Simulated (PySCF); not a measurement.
# Computed structure and properties of [Nd(H2O)]3+

System: [Nd(H2O)]3+ (singlet in the valence; each metal's 4f electrons, 3 of them, lie in its core potential, out of spins and levels); start: template (C2v). Method: PySCF 2.14.0, RKS TPSS, Nd lcecp-1-SVP with ECP49, O def2-SVP, H def2-SVP; non-relativistic Hamiltonian with scalar-relativistic core potentials where named; density fitting; no spin-orbit coupling.

Input of the relaxation:

```python
mol = gto.M(atom='''
Nd     0.00000     0.00000    -0.29153
O      0.00000     0.00000     2.23097
H      0.77000    -0.00000     2.82097
H     -0.77000     0.00000     2.82097''',
    basis={'Nd': 'lcecp-1-SVP', 'O': 'def2-SVP', 'H': 'def2-SVP'},
    ecp={'Nd': 'lcecp-1-SVP'},
    charge=3, spin=0)
mf = dft.RKS(mol, xc='TPSS')
mf.grids.atom_grid = (50, 194)  # f atoms: unpruned, at least (60, 302)
mf = mf.density_fit()  # fitting sets: Nd AutoAux, O def2-universal-JKFIT, H def2-universal-JKFIT
mf.conv_tol = 1e-08; mf.max_cycle = 55
mf.kernel(dm0)  # dm0: converged density of the start geometry
# quasi-Newton relaxation in Cartesian coordinates to a largest gradient under 0.00045 Eh/bohr, steps kept in the point group
```

Run from Python with OMP_NUM_THREADS=2; the lines above give its settings. Where DIIS fails, smearing, a level shift and second-order steps follow.
It took 7.5 s on 2 threads of Intel(R) Xeon(R) 6975P-C (Granite Rapids), on a shared host, from the converged density of the start.

Course of the relaxation:

```tsv
step	energy above end (eV)	largest force component within the symmetry (eV/Å)
0	0.3208	3.390
1	0.1461	1.415
2	0.0195	0.603
3	0.0049	0.559
4	0.0000	0.020
5	0.0000	0.002
```

Relaxed geometry (C2v):

```xyz
4

Nd    0.0000    0.0000   -0.1158
O     0.0000    0.0000    2.1435
H     0.7885    0.0000    2.7768
H    -0.7885    0.0000    2.7768
```

```json
{"contact": "Nd1–O2 (H2O)", "Å": "2.259"}
```

On the finer grid (75, 302):

- HOMO: -26.06 eV
- LUMO: -21.26 eV
- Dipole about the centre of mass: 3.04 D
- Set of Mulliken populations of Nd1 outside the core potential: s 2.04, p 6.04, d 0.37, f 0.02
- D3(BJ) dispersion energy (not in the energies): -0.097 eV

```
atom  Mulliken (e)  Löwdin (e)  spin (e)
 Nd1          2.54        2.44      0.00
  O2         -0.28        0.07      0.00
  H3          0.37        0.25      0.00
  H4          0.37        0.25      0.00
```

The 4f levels lie in the core potential and are missing. Their spin isn't counted.

No frequency check is given for this geometry.

Taking off one H2O (charge 0, singlet; the rest: singlet) in vacuum, both parts rigid, costs 4.96 eV; the small basis without counterpoise inflates it. Parting with an electron moved from the ligand to the metal can be far cheaper, even downhill.

Rigid scan of H2O along the line from its metal:

```
distance to O2 (Å)  energy (eV)
              1.96        0.821
              2.06        0.313
              2.16        0.067
              2.26        0.000
              2.36        0.051
              2.46        0.176
              2.66        0.542
```

One start shape was tried, so this needn't be the lowest isomer.

An lcecp potential fixes the number of 4f electrons, so in runs with it no electron can move into or out of that shell.
